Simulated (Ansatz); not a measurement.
BF, charge +1, doublet, geometry from GFN2-xTB (a state made from the parent by changing its charge; the spin is typed, not shown lowest).

Here is a job for Ansatz (an electronic-structure program).
Ansatz 0.2 input:
```yaml
crystal:
  periodic: [false, false, false]
  atoms:
    - {symbol: B, position_ang: [-0.00000000, -0.00000000, -0.77001619]}
    - {symbol: F, position_ang: [0.00000000, 0.00000000, 0.42778677]}
basis:
  gaussian:
    orbitals: cc-pVDZ
hamiltonian:
  xc: pbe
total_charge: 1
magnetization: {spin_polarized: true, initial_magnetization: 1}
```

Q: What does this run give for the total energy, number of basis functions, <S^2>?

A: 
| Property | Result |
|---|---|
| total energy | -124.1235 Eh |
| number of basis functions | 28 |
| <S^2> | 0.754 |
